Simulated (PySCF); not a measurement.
## Sr₂S₂: from structure and modes to constants

Computed with PBE/[Sr def2-TZVP with ECP28, S def2-TZVP], scalar-relativistic core potentials, density fitting, no spin–orbit coupling, PySCF.

The singlet minimum has D2h symmetry. Masses (u): Sr 87.90561, S 31.97207.

```xyz
4
charge 0 multiplicity 1, angstrom
Sr    1.8096    0.0000    0.0000
Sr   -1.8096    0.0000    0.0000
S     0.0000    1.9638    0.0000
S     0.0000   -1.9638    0.0000
```

Harmonic wavenumbers (cm⁻¹): 81.1 (b3u, ×1), 136.9 (ag, ×1), 227.6 (b3g, ×1), 286.1 (b1u, ×1), 288.3 (ag, ×1), 292.7 (b2u, ×1).

Problem. Find the principal moments of inertia and the rotational constants. What kind of rotor is it?

Solution. About the centre of mass I = 246.6, 575.7, 822.31 u Å². With B = 16.8576/I this gives 0.06836, 0.02928, 0.0205 cm⁻¹. The molecule is an asymmetric top with κ = -0.63.

Problem. What is the harmonic zero-point energy?

Solution. Half the sum of all 6 wavenumbers, 1313/2 = 656 cm⁻¹, which is 7.9 kJ/mol (1 cm⁻¹ = 0.0119627 kJ/mol).

Other isomers or separated fragments may lie lower.
